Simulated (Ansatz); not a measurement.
Born–Oppenheimer molecular dynamics of AlClH2O2 (6 atoms, charge 0, multiplicity 1). It goes on from the last frame of an earlier run, with new velocities.

All numbers below come from Ansatz 0.2.0, RKS B3LYP-D4/6-31G.

```yaml
ensemble: NVT, Nosé–Hoover chain
time_step: 0.5 fs
steps_asked: 250
set_temperature: 100 K
thermostat: time constant 300 fs, chain length 3
seed: 234683
```

First frame:

```xyz
6
Properties=species:S:1:pos:R:3
Al -0.068 -0.158 -0.087
O -0.258 -0.155 1.646
H -0.172 -0.092 2.620
O 1.410 -0.440 -0.878
H 1.959 -0.534 -1.678
Cl -2.041 0.125 -1.230
```

How far do the bonds stretch over the last three quarters of this one trajectory? (Pairs bonded in most of those frames.)


```tsv
bond	mean (Å)	spread (Å)	shortest	longest
Al1–O2	1.683	0.028	1.63	1.73
Al1–O4	1.693	0.045	1.62	1.76
Al1–Cl6	2.172	0.078	2.06	2.29
O2–H3	0.957	0.020	0.92	0.99
O4–H5	0.957	0.013	0.93	0.98
```

Mean temperature of the second half: 231 K. The conserved energy stayed within 0.17 meV per atom of its start (net change -0.025 meV per atom), so the integration is sound. The mean temperature of the second half is 131 % above the set value. A run of 0.12 ps of so small a system gives no equilibrium averages. Limits of this set-up: no polarisation functions.

Time of the run: 7 min on 1 thread of Arm Neoverse V2 (shared host), peak memory 0.1 GiB.
